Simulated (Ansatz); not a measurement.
```yaml
crystal:
  periodic: [false, false, false]
  atoms:
    - {symbol: F, position_ang: [1.333005, 0.614379, 2.012918]}
    - {symbol: C, position_ang: [0.546065, 0.179319, 1.051886]}
    - {symbol: C, position_ang: [0.840441, -0.079923, -0.247365]}
    - {symbol: C, position_ang: [-0.483359, -0.604034, -0.738107]}
    - {symbol: B, position_ang: [-0.831579, 0.359458, 0.482250]}
    - {symbol: H, position_ang: [1.706851, 0.216385, -0.836420]}
    - {symbol: H, position_ang: [-0.781120, -0.299117, -1.741544]}
    - {symbol: H, position_ang: [-0.616381, -1.673002, -0.595250]}
    - {symbol: H, position_ang: [-1.625321, 1.240337, 0.594532]}
basis:
  gaussian: {orbitals: aug-cc-pVTZ, point_charges: [{charge: 2.00, position_ang: [4.352, 0.332, 0.658]}]}
magnetization: {spin_polarized: true, initial_magnetization: 2}
hamiltonian: {xc: {name: HF}}
correlation: {active_space: {window: {electrons: 40, orbitals: 30}}}
```

```sh
$ ansatz run in.yaml --threads 2 --pin off --events-out ev --progress --plain --max-ram 4352MiB
```

(1) How does Ansatz answer? (An estimate is asked.)

## Answers

(1) Ansatz gave: The program refused the input.
```
Error: invalid value for `correlation.active_space`: it starts from restricted Hartree–Fock orbitals; set hamiltonian.xc: hf without magnetization.spin_polarized
```
